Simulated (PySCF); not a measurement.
Here is a job for PySCF.
```python
from pyscf import gto, scf, ci

mol = gto.M(
    atom='''
Si   -1.12296787   -0.11751504   -0.11884325
F    -1.34641195    1.47958749    0.11874252
B     0.83566603   -0.39874629    0.01039385
O     1.46206360   -1.59760026   -0.10850121
O     1.68679180    0.63026003    0.23238238
H    -1.77740660   -0.34567376   -1.40957470
H    -1.98429809   -0.72044528    0.90139904
H     0.92900269   -2.37338390   -0.26562292
H     1.30278637    1.50087924    0.32590257
''',
    basis='cc-pvdz',
    verbose=4,
    max_memory=1800,
)

mf = scf.RHF(mol)
mf.kernel()

myci = ci.CISD(mf, frozen=9)
myci.kernel()
print('E(CISD) = %.10f' % myci.e_tot)
```

### Question
What SCF-reference HOMO-LUMO gap does CISD/cc-pVDZ (PySCF) give?

### Answer
14.78 eV

### Question
Estimate the SCF-reference dipole moment that CISD/cc-pVDZ returns for this input.

### Answer
2.14 D

### Question
Give the number of basis functions at the level CISD/cc-pVDZ.

### Answer
94
